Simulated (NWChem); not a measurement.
# SnH3O3Cl; SMILES [OH][Sn]([OH])([OH])[Cl]

```xyz
8

O     -1.2515    -1.3960     0.8983
Sn     0.0000     0.0000     0.2208
O     -0.5832     1.7819     0.8983
O      1.8348    -0.3858     0.8983
Cl     0.0000     0.0000    -2.1365
H     -0.7254    -2.1784     1.1614
H     -1.5239     1.7174     1.1614
H      2.2492     0.4610     1.1614
```
Atoms are numbered in this order, from 1.

Coordinates come from a PBE-D3(BJ)/def2-SVP optimisation. Not confirmed as a minimum by frequencies. def2 effective core potentials on Sn; no spin-orbit coupling.

List the 4 lowest vertical singlet excitations from B3LYP/def2-SVP with def2 effective core potentials on Sn, TDA (NWChem).


```csv
state,energy (eV),oscillator strength,leading excitation (squared amplitude)
S1,4.81,0.001,HOMO → LUMO (0.93)
S2,4.81,0.001,HOMO−1 → LUMO (0.93)
S3,5.25,0.021,HOMO−3 → LUMO (0.86)
S4,5.25,0.021,HOMO−4 → LUMO (0.86)
```
